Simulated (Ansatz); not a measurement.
One geometry of C$_{2}$H$_{3}$FInN (`F[C]1([InH2])C=N1`), several functionals.

```yaml
crystal:
  periodic: [false, false, false]
  atoms:
    - {symbol: F, position_ang: [0.141963, -1.529951, -1.139798]}
    - {symbol: C, position_ang: [-0.188114, -0.363353, -0.465062]}
    - {symbol: In, position_ang: [1.371673, 0.342989, 0.857672]}
    - {symbol: C, position_ang: [-1.590698, -0.066274, -0.471290]}
    - {symbol: N, position_ang: [-0.963792, 0.592228, -1.334176]}
    - {symbol: H, position_ang: [2.894263, -0.446149, 0.864078]}
    - {symbol: H, position_ang: [0.945698, 1.695930, 1.833519]}
    - {symbol: H, position_ang: [-2.610984, -0.225411, -0.144953]}
basis:
  gaussian: {orbitals: def2-TZVPP}
hamiltonian: {xc: {name: B2PLYP}}
```

```sh
$ ansatz run in.yaml --threads 4 --pin off --events-out ev --progress --plain --max-ram 10444MiB
```

Shortened log:

```
Functional definition: B2PLYP
1515 factors; integrals over basis functions are off by at most 9.3e-4 eV
mean field evaluation 1: about -11479.6904 eV, gradient 4.0e1 eV
mean field evaluation 2: about -11479.8162 eV, gradient 4.0e1 eV
mean field evaluation 4: about -11483.0618 eV, gradient 7.6e0 eV
mean field evaluation 8: about -11483.1848 eV, gradient 5.1e-1 eV
mean field evaluation 16: about -11483.1854 eV, gradient 4.9e-4 eV
mean field -11483.18540276 eV, -421.9992799687 hartree, gradient 5.8e-6 eV, S^2 0.000000; 0 other end points of the search recorded, 0 dependent functions left out
8 core orbitals not correlated: weight in the atoms' cores, before any rotation towards them, 1.000 or more for the frozen orbitals, at most 0.000 for the correlated occupied ones
reference -11483.18558326 eV, -421.9992866022 hartree; 18, 18 occupied and 190, 190 virtual orbitals, 1515 factors
second order -34.52161482 eV of doubles, -0.00000000 eV of singles
Total energy: -11492.50641926 eV, -422.3418210073 hartree
```

Hardware: 4 threads of an Arm Neoverse V2 on a shared host. Wall time 4.8 s, peak host memory 0.55 GiB.

The same input with `hamiltonian: {xc: hse06, dispersion: d4}` (abridged; 2.7 s):

```
Functional definition: HSE06
mean field evaluation 16: about -11495.6119 eV, gradient 3.9e-4 eV
mean field -11495.61192634 eV, -422.4559462874 hartree, gradient 3.5e-5 eV, S^2 0.000000
Total energy: -11495.74388062 eV, -422.4607955178 hartree
```

With the line `hamiltonian: {xc: {name: LC-wPBE}}` (abridged; 2.2 s):

```
Functional definition: LC-wPBE
mean field evaluation 16: about -11499.6889 eV, gradient 2.9e-4 eV
mean field -11499.68890505 eV, -422.6057724915 hartree, gradient 1.6e-5 eV, S^2 0.000000
Total energy: -11499.68890506 eV, -422.6057724918 hartree
```

With the line `hamiltonian: {xc: pbe0, dispersion: d4}` (abridged; 2.5 s):

```
Functional definition: PBE0
mean field evaluation 16: about -11495.9508 eV, gradient 4.1e-4 eV
mean field -11495.95081027 eV, -422.4684000421 hartree, gradient 2.6e-5 eV, S^2 0.000000
Total energy: -11496.09153969 eV, -422.4735717528 hartree
```

The same input with `hamiltonian: {xc: {name: B3LYP}, dispersion: d4}` and forces (abridged; 4 s):

```
Functional definition: B3LYP
mean field evaluation 16: about -11504.6443 eV, gradient 1.2e-2 eV
mean field -11504.64425094 eV, -422.7878780942 hartree, gradient 2.5e-5 eV, S^2 0.000000
Total energy: -11504.91649685 eV, -422.7978829468 hartree
Atom 0 force     0.114874    -0.365582    -0.196385 eV/Å
Atom 1 force     0.017027     0.065229     0.248400 eV/Å
Atom 2 force     0.122350     0.042031     0.094738 eV/Å
Atom 3 force    -0.197255     0.004754     0.042827 eV/Å
Atom 4 force    -0.152785     0.226384    -0.201096 eV/Å
Atom 5 force     0.055221    -0.026821     0.000940 eV/Å
Atom 6 force    -0.016247     0.047380     0.032739 eV/Å
Atom 7 force     0.056813     0.006624    -0.022162 eV/Å
Dipole moment:    -0.187697     0.033321     0.485613 e Å
```

Changing it to `hamiltonian: {xc: {name: BLYP}, dispersion: d4}` (abridged; 1.9 s):

```
Functional definition: BLYP
mean field evaluation 16: about -11500.2725 eV, gradient 1.4e-3 eV
mean field -11500.27251600 eV, -422.6272197983 hartree, gradient 7.7e-5 eV, S^2 0.000000
Total energy: -11500.64005660 eV, -422.6407266664 hartree
```

HSE06 is the plane-wave form, built on full-range PBE exchange.

B3LYP takes the VWN-RPA correlation (the form of Gaussian; ORCA's B3LYP/G).
